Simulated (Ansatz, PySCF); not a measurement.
HIn, charge -1, doublet, at a GFN2-xTB geometry (such geometries of metal compounds can be far from the true shape) (a state made from the parent by changing its charge; the spin is typed, not shown lowest) (core potentials on In) (in this run its highest filled SCF level lies above zero, so its values depend strongly on the basis, on diffuse functions most of all). Base run: WB97M-V/def2-SVP (PySCF).

PySCF was given this input:
```python
from pyscf import gto, scf, dft

mol = gto.Mole()
mol.atom = '''
    In   -0.000000   -0.000000   -0.035763
    H     0.000000    0.000000    1.752387
'''
mol.basis = 'def2-svp'
mol.ecp = {'In': 'def2-svp'}
mol.charge = -1
mol.spin = 1
mol.verbose = 4
mol.build()

mf = dft.UKS(mol)
mf.xc = 'wb97m_v'
mf.kernel()
```

The same geometry, method and basis name were run in Ansatz (an electronic-structure program) and PySCF, at each program's defaults and at the settings that a row names. The base is PySCF at its defaults. Differences at the defaults can come from grids, fitting, cores and function types together.

| code and settings | ΔE vs base (µEh) | basis functions | E (Eh) | SCF cycles |
|---|---|---|---|---|
| PySCF, defaults (exact integrals, its default grid, spherical functions) | 0.0 | 31 | -190.64362 | 10 |
| Ansatz, defaults (factorised integrals, its default grid, spherical functions) | -1.5 | 31 | -190.64362 | - |
| PySCF, density fitting with def2-universal-jkfit | -62.9 | 31 | -190.64368 | 10 |
| PySCF, fine grid | -4.4 | 31 | -190.64362 | 10 |
| Ansatz, high accuracy | -1.4 | 31 | -190.64362 | - |

Open shells are given as the SCF converged; they aren't shown to be the lowest states, and a large step between rows can be another state.
